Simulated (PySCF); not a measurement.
pentafluoroethane (C₂HF₅), singlet, geometry from GFN2-xTB; B3LYP/STO-3G in PySCF.

PySCF was given this input:
```python
from pyscf import gto, scf, dft

mol = gto.M(
    atom='''
F     1.251144   -1.248423    0.511104
C     0.931386   -0.169865   -0.218652
F     1.587801    0.883492    0.288926
C    -0.595882    0.079322   -0.141779
F    -1.023063    0.275912    1.097322
F    -0.921973    1.149807   -0.868498
F    -1.255767   -0.963978   -0.648210
H     1.243703   -0.328042   -1.263212
''',
    basis='sto-3g',
    charge=0,
    spin=0,
    verbose=4,
)

mf = dft.RKS(mol)
mf.xc = 'b3lyp'
mf.init_guess = 'huckel'
mf.kernel()
```

The log (banner, timings and long lists left out):

```
PySCF version 2.14.0

[INPUT] verbose = 4
[INPUT] num. atoms = 8
[INPUT] num. electrons = 58
[INPUT] charge = 0
[INPUT] spin (= nelec alpha-beta = 2S) = 0
[INPUT] symmetry False subgroup None
[INPUT] Mole.unit = angstrom
[INPUT] Symbol           X                Y                Z      unit          X                Y                Z       unit  Magmom
[...]
nuclear repulsion = 358.991628150247
number of shells = 22
number of NR pGTOs = 108
number of NR cGTOs = 36
basis = sto-3g
ecp = {}

******** <class 'pyscf.dft.rks.RKS'> ********
method = RKS
initial guess = huckel
damping factor = 0
level_shift factor = 0
DIIS = <class 'pyscf.scf.diis.CDIIS'>
diis_start_cycle = 1
diis_space = 8
diis_damp = 0
SCF conv_tol = 1e-09
SCF conv_tol_grad = None
SCF max_cycles = 50
direct_scf = True
direct_scf_tol = 1e-13
XC library pyscf.dft.libxc version 7.1.2
    S. Lehtola, C. Steigemann, M. J. T. Oliveira, and M. A. L. Marques,  SoftwareX 7, 1–5 (2018)
XC functionals = b3lyp
    P. J. Stephens, F. J. Devlin, C. F. Chabalowski, and M. J. Frisch,  J. Phys. Chem. 98, 11623 (1994)
radial grids:
    Treutler-Ahlrichs [JCP 102, 346 (1995); DOI:10.1063/1.469408] (M4) radial grids

becke partition: Becke, JCP 88, 2547 (1988); DOI:10.1063/1.454033
pruning grids: <function nwchem_prune>
grids dens level: 3
symmetrized grids: False
atomic radii adjust function: <function treutler_atomic_radii_adjust>
small_rho_cutoff = 0
Set gradient conv threshold to 3.16228e-05
Initial guess from on-the-fly Huckel, doi:10.1021/acs.jctc.8b01089.
Spherically averaged atomic HF for {'C', 'H', 'F'}

******** <class 'pyscf.scf.atom_hf.AtomSphAverageRHF'> ********
method = AtomSphAverageRHF
initial guess = minao
damping factor = 0
level_shift factor = 0
DIIS = <class 'pyscf.scf.diis.CDIIS'>
diis_start_cycle = 1
diis_space = 8
diis_damp = 0
SCF conv_tol = 1e-09
SCF conv_tol_grad = None
SCF max_cycles = 50
direct_scf = True
direct_scf_tol = 1e-13
atom = F
Set gradient conv threshold to 3.16228e-05
Initial guess from minao.
init E= -97.5048923082741
cycle= 1 E= -97.6156829230138  delta_E= -0.111  |g|=    0  |ddm|= 0.104
cycle= 2 E= -97.6156829230138  delta_E= 2.84e-14  |g|=    0  |ddm|= 9.42e-16
Extra cycle  E= -97.6156829230138  delta_E=    0  |g|=    0  |ddm|=    0
Atomic HF for atom  F  converged. SCF energy = -97.6156829230138

******** <class 'pyscf.scf.atom_hf.AtomSphAverageRHF'> ********
method = AtomSphAverageRHF
initial guess = minao
damping factor = 0
level_shift factor = 0
DIIS = <class 'pyscf.scf.diis.CDIIS'>
diis_start_cycle = 1
diis_space = 8
diis_damp = 0
SCF conv_tol = 1e-09
SCF conv_tol_grad = None
SCF max_cycles = 50
direct_scf = True
direct_scf_tol = 1e-13
atom = C
Set gradient conv threshold to 3.16228e-05
Initial guess from minao.
init E= -36.7517431777338
cycle= 1 E= -36.7619269638614  delta_E= -0.0102  |g|=    0  |ddm|= 0.0245
cycle= 2 E= -36.7619269638615  delta_E= -2.13e-14  |g|=    0  |ddm|= 1.91e-15
Extra cycle  E= -36.7619269638615  delta_E=    0  |g|=    0  |ddm|=    0
Atomic HF for atom  C  converged. SCF energy = -36.7619269638615

******** 1 electron system ********
Atomic HF for atom  H  converged. SCF energy = -0.466581849557275

[...]
tot grids = 109360
init E= -563.737924572263
[...]
cycle= 1 E= -562.25051816055  delta_E= 1.49  |g|= 3.99  |ddm|=  8.6
[...]
cycle= 2 E= -564.902346420177  delta_E= -2.65  |g|= 2.53  |ddm|= 8.58
[...]
cycle= 3 E= -567.743740513793  delta_E= -2.84  |g|= 0.109  |ddm|= 3.97
[...]
cycle= 4 E= -567.747825855683  delta_E= -0.00409  |g|= 0.0487  |ddm|= 0.281
[...]
cycle= 5 E= -567.748637231351  delta_E= -0.000811  |g|= 0.0126  |ddm|= 0.0935
[...]
cycle= 6 E= -567.748678890045  delta_E= -4.17e-05  |g|= 0.0036  |ddm|= 0.0172
[...]
cycle= 7 E= -567.748682873613  delta_E= -3.98e-06  |g|= 0.000778  |ddm|= 0.0046
[...]
cycle= 8 E= -567.748683047466  delta_E= -1.74e-07  |g|= 9.72e-05  |ddm|= 0.000968
[...]
cycle= 9 E= -567.748683050316  delta_E= -2.85e-09  |g|= 3.1e-05  |ddm|= 0.00018
[...]
cycle= 10 E= -567.74868305066  delta_E= -3.44e-10  |g|= 3.4e-06  |ddm|= 5.43e-05
[...]
Extra cycle  E= -567.748683050663  delta_E= -2.5e-12  |g|= 3.25e-06  |ddm|= 9.59e-06
converged SCF energy = -567.748683050663
```
